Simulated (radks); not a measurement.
Results of a calculation; reference values are marked as such.
Problem. Tb10+, configuration [Kr] 4d10 4f(5/2: 5, 7/2: 0) 5s2 5p(1/2: 2, 3/2: 0) (not the ground configuration). Level of theory: Dirac Kohn-Sham, relativistic LDA (MacDonald-Vosko exchange, VWN5 correlation), spin-unpolarised, spherical densities, finite nucleus; Fermi nuclear charge, rms radius 5.06 fm (a radial shooting solver on a logarithmic mesh with Libxc functionals). Some entries of the table are withheld. Estimate them.

| orbital | occ. | eigenvalue (hartree) | r(max) (bohr) | <r> (bohr) |
|---|---|---|---|---|
| 1s1/2 | 2 | -1897.923 | 0.01371 | 0.02160 |
| 2s1/2 | 2 | -320.6375 | 0.07797 | 0.09129 |
| 2p1/2 | 2 | -305.3965 | 0.05876 | 0.07612 |
| 2p3/2 | 4 | -278.2770 | 0.06467 | 0.08304 |
| 3s1/2 | 2 | -76.57049 | 0.2208 | 0.2398 |
| 3p1/2 | 2 | (1) | (2) | 0.2292 |
| 3p3/2 | 4 | (3) | (4) | 0.2423 |
| 3d3/2 | 4 | -52.63297 | 0.1745 | 0.2144 |
| 3d5/2 | 6 | -51.40491 | 0.1780 | 0.2185 |
| 4s1/2 | 2 | -20.52204 | 0.5044 | 0.5379 |
| 4p1/2 | 2 | -17.87523 | 0.5072 | 0.5471 |
| 4p3/2 | 4 | -16.58333 | 0.5332 | 0.5755 |
| 4d3/2 | 4 | (5) | 0.5365 | 0.6006 |
| 4d5/2 | 6 | (6) | 0.5448 | 0.6101 |
| 5s1/2 | 2 | -7.33954 | 1.096 | (7) |
| 4f5/2 | 5 | -6.58705 | 0.5200 | 0.6820 |
| 4f7/2 | 0 | -6.54619 | 0.5238 | 0.6870 |
| 5p1/2 | 2 | -6.44244 | 1.154 | 1.223 |
| 5p3/2 | 0 | -6.15787 | 1.207 | 1.274 |

Solution. 
(1) 3p1/2 eigenvalue (hartree): -69.87540
(2) 3p1/2 r(max) (bohr): 0.2078
(3) 3p3/2 eigenvalue (hartree): -64.27361
(4) 3p3/2 r(max) (bohr): 0.2203
(5) 4d3/2 eigenvalue (hartree): -12.17802
(6) 4d5/2 eigenvalue (hartree): -11.93658
(7) 5s1/2 <r> (bohr): 1.155
